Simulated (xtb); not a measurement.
H5OSi2 (SMILES [SiH2]O[SiH3]), doublet, at a GFN2-xTB geometry; xtb 6.7.1 with GFN1-xTB.

Here is a job for xtb.
```
$ xtb mol.xyz --gfn 1 --uhf 1 --etemp 1000 --json

# file mol.xyz
8

Si     1.54379394    -0.43422342     0.39501136
O     -0.03710541    -0.09917460     0.23599515
Si    -1.43565834     0.41521007    -0.39304454
H      1.90743865    -1.40401670    -0.62842337
H      2.27646043     0.82369731     0.36453240
H     -1.24322432     1.78997057    -0.85374532
H     -1.76684789    -0.47438927    -1.50486579
H     -2.39088219     0.32432197     0.70700531
```

It wrote (shortened):

```
   ID    Z sym.   atoms
    1   14 Si     1, 3
    2    8 O      2
    3    1 H      4-8

           -------------------------------------------------
          |                Calculation Setup                |
           -------------------------------------------------

           -------------------------------------------------
          |                 G F N 1 - x T B                 |
           -------------------------------------------------

          ...................................................
          :                      SETUP                      :
          :.................................................:
          :  # basis functions                  34          :
          :  # atomic orbitals                  32          :
          :  # shells                           18          :
          :  # electrons                        19          :
          :  # halogen bonds                     0          :
          :  max. iterations                   250          :
          :  Hamiltonian                  GFN1-xTB          :
          :  restarted?                      false          :
          :  GBSA solvation                  false          :
          :  PC potential                    false          :
          :  electronic temp.         1000.0000000     K    :
          :  accuracy                    1.0000000          :
          :  -> integral cutoff          0.2500000E+02      :
          :  -> integral neglect         0.1000000E-07      :
          :  -> SCF convergence          0.1000000E-05 Eh   :
          :  -> wf. convergence          0.2000000E-04 e    :
          :  Broyden damping             0.4000000          :
          :  net charge                          0          :
          :  unpaired electrons                  1          :
          ...................................................

 iter      E             dE          RMSdq      gap      omega  full diag
   1    -11.2411163 -0.112411E+02  0.580E+00    3.43       0.0  T
   2    -11.2591653 -0.180489E-01  0.324E+00    3.24       1.0  T
   3    -11.2592132 -0.479730E-04  0.597E-01    3.15       1.0  T
   4    -11.2605248 -0.131154E-02  0.197E-01    3.26       1.0  T
   5    -11.2606887 -0.163924E-03  0.315E-02    3.23       1.1  T
   6    -11.2606899 -0.116314E-05  0.120E-02    3.23       3.0  T
   7    -11.2606902 -0.328821E-06  0.830E-04    3.23      42.6  T
   8    -11.2606902 -0.885857E-09  0.207E-04    3.23     170.8  T
   9    -11.2606902 -0.266883E-09  0.535E-05    3.23     661.4  T
  10    -11.2606902 -0.177440E-10  0.199E-05    3.23    1776.7  T

   *** convergence criteria satisfied after 10 iterations ***

         :::::::::::::::::::::::::::::::::::::::::::::::::::::
         ::                     SUMMARY                     ::
         :::::::::::::::::::::::::::::::::::::::::::::::::::::
         :: total energy             -11.182403331455 Eh    ::
         :: gradient norm              0.047122772158 Eh/a0 ::
         :: HOMO-LUMO gap              3.227172241307 eV    ::
         ::.................................................::
         :: SCC energy               -11.260690204542 Eh    ::
         :: -> electrostatic           0.025272820338 Eh    ::
         :: repulsion energy           0.080567367633 Eh    ::
         :: dispersion energy         -0.002280494546 Eh    ::
         :: halogen bond corr.         0.000000000000 Eh    ::
         :: add. restraining           0.000000000000 Eh    ::
         :: total charge              -0.000000000044 e     ::
         :::::::::::::::::::::::::::::::::::::::::::::::::::::

           -------------------------------------------------
          |                Property Printout                |
           -------------------------------------------------

    * Orbital Energies and Occupations

         #    Occupation            Energy/Eh            Energy/eV
      -------------------------------------------------------------
         1        2.0000           -0.7756335             -21.1061
         2        2.0000           -0.6489498             -17.6588
         3        2.0000           -0.5855209             -15.9328
         4        2.0000           -0.5714755             -15.5506
         5        2.0000           -0.5618563             -15.2889
         6        2.0000           -0.5283389             -14.3768
         7        2.0000           -0.4610282             -12.5452
         8        2.0000           -0.4539054             -12.3514
         9        2.0000           -0.4512489             -12.2791
        10        1.0000           -0.3057521              -8.3199 (HOMO)
        11                         -0.1871557              -5.0928 (LUMO)
        12                         -0.1733314              -4.7166
        13                         -0.1561832              -4.2500
        14                         -0.1516458              -4.1265
        15                         -0.1420524              -3.8654
        16                         -0.1322094              -3.5976
        17                         -0.0561960              -1.5292
        18                         -0.0504489              -1.3728
        19                         -0.0498639              -1.3569
        20                         -0.0328782              -0.8947
        21                         -0.0253283              -0.6892
       ...                                ...                  ...
        32                          1.4555748              39.6082
      -------------------------------------------------------------
                  HL-Gap            0.1185964 Eh            3.2272 eV
             Fermi-level           -0.3121819 Eh           -8.4949 eV

  Mulliken/CM5 charges         n(s)   n(p)   n(d)
     1Si    0.30194  0.13218   1.321  1.787  0.591
     2O    -0.36040 -0.38341   1.639  4.722  0.000
     3Si    0.37958  0.12797   1.200  1.723  0.696
     4H    -0.05603  0.03338   1.056  0.000  0.000
     5H    -0.05592  0.03352   1.056  0.000  0.000
     6H    -0.07024  0.01786   1.070  0.000  0.000
     7H    -0.06994  0.01837   1.070  0.000  0.000
     8H    -0.06899  0.02014   1.069  0.000  0.000

Wiberg/Mayer (AO) data.
largest (>0.10) Wiberg bond orders for each atom

 ---------------------------------------------------------------------------
     #   Z sym  total        # sym  WBO       # sym  WBO       # sym  WBO
 ---------------------------------------------------------------------------
     1  14 Si   3.298 --     2 O    1.264     4 H    0.963     5 H    0.962
                             3 Si   0.101
     2   8 O    2.579 --     3 Si   1.280     1 Si   1.264
     3  14 Si   4.211 --     2 O    1.280     8 H    0.942     7 H    0.942
                             6 H    0.942     1 Si   0.101
     4   1 H    1.009 --     1 Si   0.963
     5   1 H    1.009 --     1 Si   0.962
     6   1 H    0.990 --     3 Si   0.942
     7   1 H    0.990 --     3 Si   0.942
     8   1 H    0.992 --     3 Si   0.942
 ---------------------------------------------------------------------------

Topologies differ in total number of bonds
Writing topology from bond orders to xtbtopo.mol

 dipole moment from electron density (au)
     X       Y       Z
   0.1318   0.0689  -0.2076  total (Debye):    0.649

           -------------------------------------------------
          | TOTAL ENERGY              -11.182403331455 Eh   |
          | GRADIENT NORM               0.047122772158 Eh/α |
          | HOMO-LUMO GAP               3.227172241307 eV   |
           -------------------------------------------------

normal termination of xtb
```
